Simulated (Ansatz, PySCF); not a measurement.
Donor–acceptor adduct: BH3 (SMILES B) (first 4 atoms) with H2S (SMILES S); geometry from B3LYP-D3(BJ)/def2-TZVP, rigid monomers moved along the line of their centres of mass till B1···S5 is 2.33 Å.
(charge 0, multiplicity 1):
```xyz
7

B     -0.4494    -0.3252     0.6695
H      0.4057    -0.8871     0.0385
H     -1.2478    -1.0569     1.1911
H     -0.8794     0.6904     0.2021
S      0.7877     0.3199     2.5393
H     -0.0409     1.1625     3.1842
H      1.5519     1.3259     2.0742
```

Interaction energies are E(AB) − E(A) − E(B) at the monomers' geometry in the complex; basis-set methods are counterpoise corrected.

Cores are frozen in the correlated methods. CBS: X⁻³ extrapolation of the correlation energy, Hartree–Fock from the larger set.

The values were computed with Ansatz (an electronic-structure program); PySCF for the dispersion terms. Each number belongs to the level named beside it.

PBE/def2-TZVPPD gives -975.1 meV for the interaction energy.

**Question.** How do the other levels lie against it? Give each less PBE: PBE-D3(BJ)/def2-TZVPPD, r2SCAN/def2-TZVPPD, PBE0/def2-TZVPPD, wB97M-V/def2-TZVPPD, MP2/CBS(aug-cc-pV(D+d)Z, aug-cc-pV(T+d)Z), CCSD(T)/CBS(aug-cc-pV(D+d)Z, aug-cc-pV(T+d)Z).

**Answer.** PBE-D3(BJ)/def2-TZVPPD -54.7; r2SCAN/def2-TZVPPD 28.1; PBE0/def2-TZVPPD 57.3; wB97M-V/def2-TZVPPD 131.0; MP2/CBS(aug-cc-pV(D+d)Z, aug-cc-pV(T+d)Z) 144.8; CCSD(T)/CBS(aug-cc-pV(D+d)Z, aug-cc-pV(T+d)Z) 176.7 meV. 5 of 6 lie above PBE; the widest gap is to CCSD(T)/CBS(aug-cc-pV(D+d)Z, aug-cc-pV(T+d)Z).
